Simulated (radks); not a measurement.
Q: Species: neutral tantalum. Configuration: [Xe] 4f14 5d3 6s2 (the NIST ground configuration). Method: scalar-relativistic Kohn-Sham, r2SCAN, spin-polarised, spherical densities, finite nucleus; open shells are filled with parallel spins first (spin-orbit coupling, left out, can overturn this in heavy ions); meta-GGA in the generalised Kohn-Sham scheme; Fermi nuclear charge, rms radius 5.3507 fm; computed with a radial shooting solver on a logarithmic mesh with Libxc functionals. Some entries of the table are withheld. Estimate them.

orbital  occ.  eigenvalue (eV)  <1/r> (bohr^-1)  r(max) (bohr)
1s down     1        -67437.26            85.40        0.01168
1s up       1        -67437.25            85.40        0.01168
2s up       1        -11611.90            19.97        0.06683
2s down     1        -11611.74            19.97        0.06683
2p up       3        -10173.87            18.15        0.05477
2p down     3        -10173.75            18.15        0.05477
3s down     1        -2669.604            7.404         0.1885
3s up       1        -2669.594            7.404         0.1885
3p up       3        -2239.820            6.845         0.1864
3p down     3        -2239.818            6.844         0.1864
3d up       5        -1737.403            6.462         0.1521
3d down     5        -1737.332            6.462         0.1521
4s up       1        -549.6581            3.130         0.4290
4s down     1        -549.5674            3.129         0.4290
4p up       3        -408.0496            2.849         0.4495
4p down     3        -407.9753            2.849         0.4495
4d up       5        -225.8368            2.530         0.4616
4d down     5        -225.7421            2.530         0.4617
5s up       1         -75.1342            1.202         0.9914
5s down     1         -73.9364            1.213         0.9880
5p up       3         -41.2211              (1)          1.128
5p down     3         -39.4080              (2)          1.119
4f up       7         -24.9068            1.999         0.4426
4f down     7         -24.6241            2.007         0.4424
6s up       1          -6.1212              (3)          2.723
6s down     1          -4.7745              (4)          2.924
5d up       3          -4.4320           0.6066          1.577
5d down     0          -2.0568           0.5745          1.549

A: 
(1) 5p up <1/r> (bohr^-1): 1.005
(2) 5p down <1/r> (bohr^-1): 1.021
(3) 6s up <1/r> (bohr^-1): 0.3967
(4) 6s down <1/r> (bohr^-1): 0.3539
